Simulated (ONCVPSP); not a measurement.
# Varying the ONCV potential for nitrogen (N)

Base potential:

* Element: N (Z = 7)
* Generator: ONCVPSP 4.0.1
* Type: optimised norm-conserving Vanderbilt (ONCV)
* Functional: PBE
* Relativity: scalar-relativistic
* Frozen core: [He]
* Valence charge: 5
* Reference configuration: 2s2 2p3
* Partial waves: 2s: rc 0.75 bohr, ncon 4, nbas 8, qcut 9.2 1/bohr, local; 2p: rc 1.85 bohr, ncon 4, nbas 7, qcut 7.1 1/bohr, 1 projector; d scattering state at 0.29 Ha: rc 1.90 bohr, ncon 5, nbas 9, qcut 6 1/bohr, 2 projectors, debl 2.3 Ha
* Local potential: the s channel
* Core correction: none

All-electron outer shells of the reference configuration (PBE, scalar-relativistic, ld1.x):

```csv
shell,level (eV),outermost node (bohr),outermost maximum (bohr)
1s,-384.72,–,0.15
2s,-18.58,0.32,1.02
2p,-7.09,–,0.98
```

Cutoffs, loose and tight: the cutoffs (Ha) at which the residual kinetic energy of the hardest occupied pseudo-wave falls to 1 and 0.1 mHa per electron. They do not see the model core or the augmentation charge, which bear on the density cutoff. Test errors are all-electron minus pseudo excitation energies from the reference, over the configurations 2s2 2p2; 2s2 2p1; 2s2 2p0; 2s1 2p3. A dash means not determined; rows that change the core or the reference have their own tests.

| change | outcome | cutoff, loose | cutoff, tight | bound ghosts | GHOST(+) flags above zero | largest test error (meV) |
| --- | --- | --- | --- | --- | --- | --- |
| base | generated | 30 Ha | 179 Ha | none | none | +1336 |
| d: ncon 4, nbas 8 | generated | 30 Ha | 179 Ha | none | none | +1336 |
| s: nproj 1; local potential polynomial inside 0.60 bohr (lpopt 5, dvloc0 -1 Ha) | generated | 30 Ha | 179 Ha | none | d | +1358 |

(1) What comes out with this change to the base: s: qcut 12.8?

(2) What comes out with this change to the base: s: nbas 9?

Answers

(1) outcome: generated; cutoff, loose: 52 Ha; cutoff, tight: 76 Ha; bound ghosts: none; GHOST(+) flags above zero: none; largest test error (meV): +1361.

(2) outcome: generated; cutoff, loose: 30 Ha; cutoff, tight: 132 Ha; bound ghosts: none; GHOST(+) flags above zero: none; largest test error (meV): +1336.
